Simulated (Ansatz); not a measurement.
CH6BClGeO (`OC[B](Cl)[GeH3]`) at its PBE0-D4/def2-TZVP geometry, where that method's forces vanish. The species carries charge 0 and has multiplicity 1.

| atom | x (Å) | y (Å) | z (Å) |
| --- | --- | --- | --- |
| O1 | 1.609 | -0.831 | 0.730 |
| C2 | 0.338 | -0.617 | 1.315 |
| B3 | -0.708 | 0.158 | 0.452 |
| Cl4 | -2.261 | 0.501 | 1.180 |
| Ge5 | -0.312 | 0.786 | -1.482 |
| H6 | 1.490 | -1.249 | -0.126 |
| H7 | -0.115 | -1.560 | 1.669 |
| H8 | 0.510 | -0.038 | 2.232 |
| H9 | 0.485 | -0.291 | -2.249 |
| H10 | 0.559 | 2.053 | -1.447 |
| H11 | -1.594 | 1.088 | -2.273 |

For each bond, give half the difference of the two atoms' forces along it (eV/Å; positive pushes the atoms apart) under PBE-D4, r2SCAN-D4, B3LYP-D4, ωB97M-V in def2-TZVPP. (Best estimate.)

Computed: 
```csv
bond,length (Å),PBE-D4,r2SCAN-D4,B3LYP-D4,ωB97M-V
O1–C2,1.415,0.32,0.33,0.37,0.30
O1–H6,0.961,0.40,0.00,-0.06,-0.11
C2–B3,1.562,-0.13,-0.10,-0.08,-0.02
C2–H7,1.104,0.13,-0.03,-0.11,-0.14
C2–H8,1.098,0.14,-0.03,-0.13,-0.13
B3–Cl4,1.750,0.15,0.13,0.16,0.09
B3–Ge5,2.071,-0.10,-0.05,0.02,-0.01
Ge5–H9,1.544,0.09,-0.04,-0.01,-0.07
Ge5–H10,1.538,0.11,-0.03,-0.01,-0.08
Ge5–H11,1.536,0.09,-0.04,-0.01,-0.06
```

B3LYP here is the variant with VWN-RPA as its local correlation; programs differ in this.
